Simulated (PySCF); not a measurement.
Isomers of C4H14Si4 and their computed core-level spectra.

Method: delta-SCF UKS SCAN, pcX-2 on the ionised atom, pcseg-1 elsewhere, spin-free X2C in PySCF. Geometries: PBE0-D3(BJ)/def2-SVP; isolated species, one conformer each.

Line lists (1s up to Mg, 2p3/2 beyond; areas count atoms within a level, one atom standing for each set equivalent by bonding):
1. C 1s: 289.42 (area 1), 289.98 (area 1), 290.06 (area 1), 291.62 (area 1) eV; Si 2p3/2: 105.73 (area 1), 105.85 (area 1), 106.25 (area 1), 106.27 (area 1) eV
2. C 1s: 289.89 (area 1), 290.32 (area 2), 290.41 (area 1) eV; Si 2p3/2: 105.65 (area 1), 105.81 (area 2), 105.87 (area 1) eV
3. C 1s: 289.71 (area 1), 290.09 (area 1), 290.15 (area 1), 290.40 (area 1) eV; Si 2p3/2: 105.64 (area 1), 105.70 (area 1), 105.72 (area 1), 105.74 (area 1) eV

Structures:
A. `C=CC[Si@@H]1[SiH2][SiH2][Si@@H]1C`
B. `[SiH2]([SiH3])[Si@@H]([SiH2]C#CC)C`
C. `C1CC([SiH]2[SiH2][SiH2][SiH2]2)C1`

Match each list to its structure.

- 1 = B: another candidate has the same counts of sites, so positions decide. C 1s: 289.42 alkyne carbon, 289.98 Si-methyl carbon, 290.06 alkyne carbon, 291.62 propargylic carbon; Si 2p3/2: 105.73 SiH silicon, 105.85 SiH2 silicon, 106.25 SiH2 silicon, 106.27 SiH3 silicon.
- 2 = C: no other candidate has these counts of sites. C 1s: 289.89 sp3 carbon bound to silicon, 290.32 four-membered-ring carbon (×2), 290.41 four-membered-ring carbon; Si 2p3/2: 105.65 SiH silicon, 105.81 SiH2 silicon (×2), 105.87 SiH2 silicon.
- 3 = A: another candidate has the same counts of sites, so positions decide. C 1s: 289.71 terminal =CH2 carbon, 290.09 Si-methyl carbon, 290.15 sp3 carbon bound to silicon, 290.40 alkene CH carbon; Si 2p3/2: 105.64 SiH silicon, 105.70 SiH silicon, 105.72 SiH2 silicon, 105.74 SiH2 silicon.

Spin–orbit and ligand-field terms were added within each 2p shell after the spin-free SCF. 2 of these hole states are spin-contaminated (⟨S²⟩ up to 0.86, against 0.75; counted from 0.85) and less certain.
